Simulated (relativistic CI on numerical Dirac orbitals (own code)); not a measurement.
Inner-shell lines of Pt⁶⁶⁺

Computed by Dirac-Coulomb-Breit CI, KLI orbitals optimised for each configuration, model QED (radiative potential, 1s self-energy scaled to tabulated hydrogen-like ionisation energies), unscaled Slater integrals (own radial code, finite nucleus).

Configuration list (outside the closed core 1s2 2s2): 2p⁶3s², 2p⁵3s²3d, 2p⁵3s²4s, 2p⁵3s²4d, 2p⁵3s3p3d, 2p⁶3s3p, 2p⁵3s3p4s. Levels of other configurations are missing.

The table holds the strongest lines. The upper levels have an inner-shell vacancy. Auger decay, open to those above the ionisation limit, is not computed, and radiative decays to configurations outside the model are missing too. Absolute energies can be off by a few tenths of a per cent, so close lines can change order. LS names give the leading component, which can be well under half, for lower levels too. Brackets number the levels in order of energy.

```tsv
E (eV)	Upper	Lower	A (s⁻¹)	gA (s⁻¹)
10152.1	2p⁵3s3p3d ³D3 [83]	2p⁶3s3p ³P°2 [4]	2.34e+15	1.64e+16
10153.2	2p⁵3s3p3d ³D2 [41]	2p⁶3s3p ³P°1 [3]	3.40e+15	1.70e+16
10153.8	2p⁵3s3p3d ³D1 [40]	2p⁶3s3p ³P°0 [2]	3.26e+15	9.77e+15
10156.1	2p⁵3s3p3d ³D1 [43]	2p⁶3s3p ³P°1 [3]	3.26e+15	9.78e+15
10156.3	2p⁵3s3p3d ¹D2 [93]	2p⁶3s3p ¹P°1 [5]	2.39e+15	1.20e+16
10161.8	2p⁵3s²3d ¹P°1 [21]	2p⁶3s² ¹S0 [1]	3.40e+15	1.02e+16
10163.2	2p⁵3s3p3d ¹P1 [95]	2p⁶3s3p ¹P°1 [5]	3.37e+15	1.01e+16
10165.6	2p⁵3s3p3d ³P2 [88]	2p⁶3s3p ³P°2 [4]	2.79e+15	1.39e+16
10167.0	2p⁵3s3p3d ³P1 [89]	2p⁶3s3p ³P°2 [4]	1.85e+15	5.55e+15
10175.8	2p⁵3s3p3d ¹D2 [97]	2p⁶3s3p ¹P°1 [5]	7.08e+14	3.54e+15
11773.4	2p⁵3s3p3d ³D2 [105]	2p⁶3s3p ³P°1 [3]	1.50e+15	7.51e+15
11776.4	2p⁵3s3p3d ³D1 [104]	2p⁶3s3p ³P°0 [2]	1.51e+15	4.53e+15
11786.7	2p⁵3s3p3d ³P2 [123]	2p⁶3s3p ³P°2 [4]	2.05e+15	1.03e+16
11789.5	2p⁵3s3p3d ³D1 [129]	2p⁶3s3p ¹P°1 [5]	1.89e+15	5.66e+15
11790.7	2p⁵3s3p3d ⁵P1 [124]	2p⁶3s3p ³P°2 [4]	2.11e+15	6.34e+15
11792.1	2p⁵3s3p3d ³P1 [106]	2p⁶3s3p ³P°1 [3]	1.44e+15	4.33e+15
11794.1	2p⁵3s3p3d ³F2 [130]	2p⁶3s3p ¹P°1 [5]	2.09e+15	1.04e+16
11794.9	2p⁵3s3p3d ³D3 [125]	2p⁶3s3p ³P°2 [4]	2.04e+15	1.43e+16
11795.9	2p⁵3s²3d ³D°1 [99]	2p⁶3s² ¹S0 [1]	2.13e+15	6.40e+15
13253.9	2p⁵3s²4d ¹P°1 [165]	2p⁶3s² ¹S0 [1]	1.23e+15	3.70e+15
```
